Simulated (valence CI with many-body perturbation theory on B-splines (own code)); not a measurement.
# Which ion has this spectrum?

A relativistic CI+MBPT calculation for an atom or ion with 16 electrons gives these levels (cm⁻¹):

```
J  Parity       E     g
2    even     0.0  1.50
1    even    3349  1.50
0    even    4480      
2    even   21541  1.00
0    even   49550      
2     odd  175166  1.50
1     odd  178035  1.50
0     odd  179613      
1     odd  224460  1.00
0     odd  238238      
1     odd  238268  1.50
2     odd  238318  1.50
3     odd  238404  1.50
4     odd  238539  1.50
```

The energies are calculated, with errors of about 130 cm⁻¹, more in some levels.

Problem. Which is it?
A. K3+
B. Sc5+
C. Ti6+
D. Ca4+

Solution. B. Sc5+, ground level 3s²3p⁴ ³P_2.
